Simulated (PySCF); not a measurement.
A structure optimised at B3LYP-D3(BJ)/def2-SVP, used in a PySCF frequency run:

```xyz
11

Si    -0.2238     1.5680     0.0000
Si     0.6441    -0.6184     0.0000
C     -0.7507    -1.8966     0.0000
H      0.8692     2.5860     0.0000
H     -1.0740     1.7875    -1.2099
H     -1.0740     1.7875     1.2099
H      1.5085    -0.7973     1.2070
H      1.5085    -0.7973    -1.2070
H     -1.3868    -1.7801    -0.8916
H     -1.3868    -1.7801     0.8916
H     -0.3444    -2.9205     0.0000
```

Write its SMILES, formula and point group.

C[SiH2][SiH3], CH8Si2, Cs

What are its rotational constants (standard atomic weights)?

12.982, 3.1602, 2.7486 GHz
